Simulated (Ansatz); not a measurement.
Basis-set extrapolation for C2H4FNSi (`C[SiH](F)C#N`) (PBE0-D4/def2-TZVP geometry, frozen core, Ansatz 0.2.0). Multiplicity 1, RHF reference.

```json
{"": "HF", "def2-TZVPP": "-521.081898", "def2-QZVPP": "-521.101496"}
{"": "MP2 correlation", "def2-TZVPP": "-0.876262", "def2-QZVPP": "-0.943256"}
{"": "CCSD(T) correlation", "def2-TZVPP": "-0.937943", "def2-QZVPP": "not run"}
```

Energies in hartree. Use E(X) = E(∞) + A·exp(−7.88·√X) for Hartree–Fock and E(X) = E(∞) + B·X^(−2.97) for correlation, with X = 3 and 4, and add CCSD(T) minus MP2 of the smaller set to the MP2 limit.

Q: What is the CCSD(T) energy at the basis-set limit?

A: HF limit: -521.101496 + (-0.019598) × 0.13774 = -521.10420. MP2 limit: -0.943256 + (-0.066994) × 0.74074 = -0.99288. Higher-order term: -0.937943 − (-0.876262) = -0.06168. Total: -522.15876 hartree, 3.78 eV below CCSD(T)/def2-TZVPP.
